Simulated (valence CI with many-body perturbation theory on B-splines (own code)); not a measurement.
Values are calculated unless marked as measured or tabulated.
# Bi XXXV: what each term of the Hamiltonian does

Level of theory: relativistic CI+MBPT: three valence electrons over a frozen Dirac-Fock core [Kr] 4d10, a basis of 8 s, 8 p, 9 d, 9 f, 6 g, 3 h, 2 i functions for each j, with the one-electron correlation potential Σ1, the two-electron term Σ2, the three-electron term Σ3, Breit, model QED; selected CI, second order for the rest, scaled by the run's own slope (own B-spline code, finite nucleus).

No measured spectrum was set against this ion. As an estimate, large intervals hold to a few tenths of a per cent, small ones and those within an open d or f shell to about a per cent. Core correlation moves these levels by up to 7400 cm⁻¹, and in measured spectra 5 to 20 % of such shifts remained as error; rates that hang on mixing are uncertain with them. The list stops below the first excitations out of the core. Only levels of the ground parity were solved; by the run's estimate the other parity begins above the list, which can be wrong where configurations are misplaced.

Each rung adds one term. CI alone is the Dirac-Coulomb CI over the frozen core; QED comes last and gives the full result, which names the levels. Energies are above (4f5/2^3) J=9/2 on the same rung, in cm⁻¹.

Levels are named by their leading jj configuration (3d3/2^4 stands for four electrons in 3d with j = 3/2), which in mixed levels can hold well under half, so a name can repeat and another be missing. Letters in brackets count levels of one name in rising energy.

| Level | CI alone | + Σ1 | + Σ2 | + Σ3 | + Breit | Full |
| --- | --- | --- | --- | --- | --- | --- |
| (4f5/2^3) J=3/2 | 47982 | 48110 | 44500 | 44933 | 46151 | 46159 |
| (4f5/2^2 4f7/2) J=11/2 [a] | 50381 | 51154 | 52289 | 52389 | 49861 | 50084 |
| (4f5/2^3) J=5/2 | 74192 | 74492 | 70705 | 70916 | 71833 | 71880 |
| (4f5/2^2 4f7/2) J=9/2 | 79284 | 80071 | 80027 | 79722 | 77720 | 77927 |
| (4f5/2^2 4f7/2) J=13/2 | 84762 | 85838 | 86708 | 86823 | 82590 | 82886 |
| (4f5/2^2 4f7/2) J=5/2 [a] | 95096 | 95942 | 93569 | 93694 | 92646 | 92862 |
| (4f5/2^2 4f7/2) J=3/2 [a] | 94756 | 95634 | 93601 | 94683 | 93737 | 93962 |
| (4f5/2^2 4f7/2) J=7/2 [a] | 97270 | 98157 | 97134 | 96825 | 94967 | 95194 |
| (4f5/2^2 4f7/2) J=15/2 | 109819 | 111005 | 110999 | 111072 | 105775 | 106087 |
| (4f5/2^2 4f7/2) J=7/2 [b] | 115032 | 116023 | 113069 | 113286 | 111981 | 112230 |
| (4f5/2^2 4f7/2) J=11/2 [b] | 132424 | 133593 | 131142 | 131740 | 128332 | 128619 |
| (4f5/2 4f7/2^2) J=13/2 [a] | 132424 | 133831 | 134325 | 134323 | 129679 | 130060 |
| (4f5/2^2 4f7/2) J=1/2 | 133502 | 134491 | 130242 | 131411 | 130413 | 130643 |
| (4f5/2^2 4f7/2) J=3/2 [b] | 134997 | 136020 | 131223 | 131922 | 130912 | 131153 |
| (4f5/2 4f7/2^2) J=9/2 [a] | 135383 | 136762 | 134901 | 134995 | 131717 | 132070 |
| (4f5/2^2 4f7/2) J=5/2 [b] | 137953 | 138865 | 133946 | 134574 | 134084 | 134288 |
| (4f5/2 4f7/2^2) J=9/2 [b] | 152524 | 154053 | 152743 | 152629 | 148797 | 149205 |
| (4f5/2 4f7/2^2) J=7/2 [a] | 153507 | 155168 | 155008 | 154708 | 151096 | 151542 |
| (4f5/2 4f7/2^2) J=15/2 | 156338 | 157944 | 157159 | 157386 | 151307 | 151738 |
| (4f5/2 4f7/2^2) J=11/2 [a] | 161385 | 162889 | 162210 | 161757 | 157372 | 157770 |
| (4f5/2 4f7/2^2) J=3/2 [a] | 163973 | 165555 | 164025 | 165001 | 162218 | 162634 |
| (4f5/2 4f7/2^2) J=5/2 [a] | 175671 | 177393 | 176096 | 176511 | 172981 | 173433 |
| (4f5/2 4f7/2^2) J=9/2 [c] | 187143 | 188812 | 185113 | 185320 | 181601 | 182024 |
| (4f5/2 4f7/2^2) J=11/2 [b] | 187156 | 188997 | 187077 | 187472 | 182223 | 182704 |
| (4f5/2 4f7/2^2) J=1/2 | 189386 | 191122 | 187831 | 189045 | 185950 | 186398 |
| (4f5/2 4f7/2^2) J=7/2 [b] | 194771 | 196327 | 191068 | 191463 | 188954 | 189334 |
| (4f5/2 4f7/2^2) J=13/2 [b] | 198123 | 199888 | 197537 | 198558 | 192769 | 193220 |
| (4f5/2 4f7/2^2) J=3/2 [b] | 202311 | 204159 | 199858 | 200669 | 197428 | 197897 |
| (4f5/2 4f7/2^2) J=17/2 | 206487 | 208288 | 205248 | 205564 | 198243 | 198701 |
| (4f7/2^3) J=15/2 | 214141 | 216438 | 216833 | 216870 | 209435 | 210058 |
| (4f5/2 4f7/2^2) J=5/2 [b] | 214665 | 216455 | 212422 | 212474 | 209741 | 210185 |

How does the ionisation energy move along the ladder, and which term matters most?

CI alone 1344.7, + Σ1 1348.5, + Σ2 1355.3, + Σ3 1355.4, + Breit 1355.1, + QED 1355.2 eV. The largest step is Σ2, 6.8 eV. NIST lists 1380 ± 70 eV (theoretical).
